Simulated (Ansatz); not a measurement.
Reactions of `FC=[CH][GeH3]`.

Calculated with Ansatz (gas phase, PBE0-D4/def2-TZVP geometries, no zero-point term in ΔE). CBS: MP2 limit from def2 TZ/QZ plus the TZ coupled-cluster correction, frozen cores. This one scheme is used for every species. Double bonds are as drawn, so ΔE can hold a change between cis and trans. For Br, Ge outer-core shells are correlated without core-valence functions, which leaves a few kJ/mol of doubt a bond. Scalar relativity is left out up to krypton. Each species was taken in one conformer, which may not be the lowest.

(1) Order these by ΔE at CCSD(T)/CBS, lowest first. (Best estimate.)
A. `F/C=[CH]/[GeH3]` + HCl → `F/C=C/Cl` + GeH₄
B. `F/C=[CH]/[GeH3]` + HBr → `[GeH3][Br]` + `C=CF`
C. `F/C=[CH]/[GeH3]` + CH₃SH → `C[S][GeH3]` + `C=CF`
D. `F/C=[CH]/[GeH3]` + `C=CN[SiH2]Cl` → `C=C[N]([GeH3])[SiH2]Cl` + `C=CF`
E. `F/C=[CH]/[GeH3]` + `C=C[SiH2]S` → `C=C[SiH2][S][GeH3]` + `C=CF`
F. `F/C=[CH]/[GeH3]` + `OC(O)=S` → `OC(=S)[O][GeH3]` + `C=CF`

Largest T1 diagnostic: 0.016, for `OC(O)=S`.

## Answers

(1) B (-83.9 kJ/mol), E (-58.7 kJ/mol), C (-49.8 kJ/mol), F (-38.8 kJ/mol), D (-19.2 kJ/mol), A (+68.7 kJ/mol).
